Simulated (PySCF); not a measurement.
Mapped SMILES: `[CH3:1][O:2][BH:3][O:4][CH3:5]`; H(Xn) means a hydrogen on atom n.

- shieldings: GIAO KT3/pcSseg-2
- PBE0-D3(BJ)/def2-SVP structure
- code: PySCF
- one conformer, non-relativistic, one averaged value for each set of equivalent atoms, no solvent model

Scale: 13C (σ = 181.31 ppm), 1H (σ = 31.35 ppm) against TMS; 17O (σ = 323.80 ppm) against H2O; BF3·OEt2 for 11B (σ = 98.64 ppm) (reference shieldings calculated alike).

```csv
atoms,nucleus,count,δ (ppm)
O2/O4,17O,2,?
H(C1)/H(C5),1H,6,3.75
C1/C5,13C,2,57.4
H(B3),1H,1,?
B3,11B,1,24.0
```

Task: Estimate the values marked ?.

Result: 
- H(B3): 4.33 ppm, hydrogen on a boron bonded to 2 O
- O2/O4: 118.4 ppm, oxygen bonded to C, B

Hydrogens on boron are broadened and split by 11B (spin 3/2, 80 %) and 10B (spin 3). Shifts are as computed, not scaled to solution data. Of 1211 compounds with measured shifts, 218 miss one by over three times the rms of a fit or turn the order of signals round; such compounds aren't used in these exercises. Experimental scales use liquid or dissolved standards, which lie at an offset from isolated H2O (liquid H2O: subtract about 36 ppm).
